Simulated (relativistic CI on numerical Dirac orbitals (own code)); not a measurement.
Crystal-field levels of Cu²⁺, 3d9

Calculated by Dirac-Coulomb-Breit CI, KLI orbitals optimised for each configuration, model QED, valence Slater integrals scaled by 0.9, one configuration in a parametric crystal field (own radial code).

Field parameters in Wybourne normalisation: D4h B²₀ = −7Ds, B⁴₀ = 21(Dq − Dt), B⁴₄ = 21√(5/14) Dq. The field is a parameter set, without covalency.

S and J are read from ⟨S²⟩ = S(S + 1) and ⟨J²⟩ = J(J + 1) of each level; they are not fictitious spins.

D4h, 10Dq = 10250, Ds = -1500, Dt = 0 cm⁻¹, the lowest 5 levels:

```json
{"E (cm⁻¹)": "0.0", "Degeneracy": "2", "Irrep": "Γ6", "S": "0.50", "J": "2.22"}
{"E (cm⁻¹)": "5967", "Degeneracy": "2", "Irrep": "Γ7", "S": "0.50", "J": "2.25"}
{"E (cm⁻¹)": "11405", "Degeneracy": "2", "Irrep": "Γ7", "S": "0.50", "J": "2.35"}
{"E (cm⁻¹)": "12307", "Degeneracy": "2", "Irrep": "Γ6", "S": "0.50", "J": "1.87"}
{"E (cm⁻¹)": "16464", "Degeneracy": "2", "Irrep": "Γ7", "S": "0.50", "J": "2.01"}
```

Principal g values of the ground doublet: 1.99, 2.38, 2.38.

D4h, 10Dq = 10250, Ds = 3000, Dt = 0 cm⁻¹, the lowest 5 levels:

```json
{"E (cm⁻¹)": "0.0", "Degeneracy": "2", "Irrep": "Γ7", "S": "0.50", "J": "2.22"}
{"E (cm⁻¹)": "10346", "Degeneracy": "2", "Irrep": "Γ7", "S": "0.50", "J": "2.13"}
{"E (cm⁻¹)": "11953", "Degeneracy": "2", "Irrep": "Γ6", "S": "0.50", "J": "2.26"}
{"E (cm⁻¹)": "18984", "Degeneracy": "2", "Irrep": "Γ7", "S": "0.50", "J": "2.28"}
{"E (cm⁻¹)": "19850", "Degeneracy": "2", "Irrep": "Γ6", "S": "0.50", "J": "1.83"}
```

Principal g values of the ground doublet: 2.06, 2.06, 2.60.

D4h, 10Dq = 10250, Ds = 2590, Dt = 0 cm⁻¹, the lowest 5 levels:

| E (cm⁻¹) | Degeneracy | Irrep | S | J |
| --- | --- | --- | --- | --- |
| 0.0 | 2 | Γ7 | 0.50 | 2.22 |
| 10320 | 2 | Γ6 | 0.50 | 2.25 |
| 10339 | 2 | Γ7 | 0.50 | 2.14 |
| 17763 | 2 | Γ7 | 0.50 | 2.27 |
| 18615 | 2 | Γ6 | 0.50 | 1.83 |

Principal g values of the ground doublet: 2.07, 2.07, 2.60.

The free-ion ground term has S = 1/2. Every field shown keeps that spin.

Levels of this model without a field, named by their leading LS term: 2D_5/2 0, 2D_3/2 2000 cm⁻¹.
